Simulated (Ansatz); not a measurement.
Reaction (homolysis of the Ga–O bond): `[OH][Ga]([Cl])[Br]` → `[Cl][Ga][Br]`• + `[OH]`•

Computed with Ansatz on PBE0-D4/def2-TZVP structures; ΔE is electronic, products minus reactants. CCSD(T)/CBS is the MP2 limit (def2-TZVPP, def2-QZVPP) plus CCSD(T) − MP2 in def2-TZVPP, frozen cores. This one scheme is used for every species. Functionals use def2-TZVPP. B3LYP here is the variant with VWN-RPA as its local correlation; programs differ in this. No spin–orbit coupling; open shells (•) take unrestricted orbitals. For Br, Ga outer-core shells are correlated without core-valence functions, which leaves a few kJ/mol of doubt a bond. Scalar relativity is left out up to krypton. One conformer a species, not always the lowest.

`[OH][Ga]([Cl])[Br]`:

```xyz
5

O    -0.112   -1.378   -0.367
Ga    0.190    0.339   -0.086
Cl    1.622    1.308   -1.300
Br   -0.925    1.474    1.530
H    -0.775   -1.743    0.224
```

`[Cl][Ga][Br]`•:

```xyz
3

Cl   -0.168   -1.916   -0.242
Ga   -0.739    0.150    0.033
Br    0.907    1.766    0.209
```

`[OH]`•:

Z-matrix (Å, degrees):
```
O
H 1 0.973
```

| level | ΔE (eV) |
| --- | --- |
| r2SCAN0-D4 | 4.21 |
| B3LYP | 4.13 |

Q: What does CCSD(T)/CBS give? (An estimate is asked.)

A: Ansatz gave: +4.66 eV. The listed levels differ from it by -0.45, -0.53 eV.

Q: What do rigid-rotor, harmonic-oscillator terms from PBE0-D4/def2-TZVP frequencies (298.15 K, 1 bar) make of the CCSD(T)/CBS value? (An estimate is asked.)

A: Computed: ΔZPE = -0.15 eV, ΔH = +4.55 eV, ΔS = 157 J/(mol·K), ΔG = +4.07 eV. Open shells count their whole term as degenerate.

Largest T1 diagnostic among the species: 0.013.

From BLYP to BHLYP (50 % exact exchange), in def2-TZVPP and without D4, ΔE moves by −0.04 eV: exact exchange takes away binding that semilocal exchange gives to molecules. At CCSD(T), def2-SVP lies −0.27 eV from the extrapolated value and def2-TZVPP −0.14 eV: correlation converges slowly with the basis, and small sets miss more of it in the bonded molecule than in its fragments. In def2-TZVPP, CCSD(T) changes the Hartree–Fock value by +1.49 eV (the triples alone add +0.11 eV) and MP2 by +1.83 eV; breaking electron pairs costs correlation energy, which Hartree–Fock lacks.
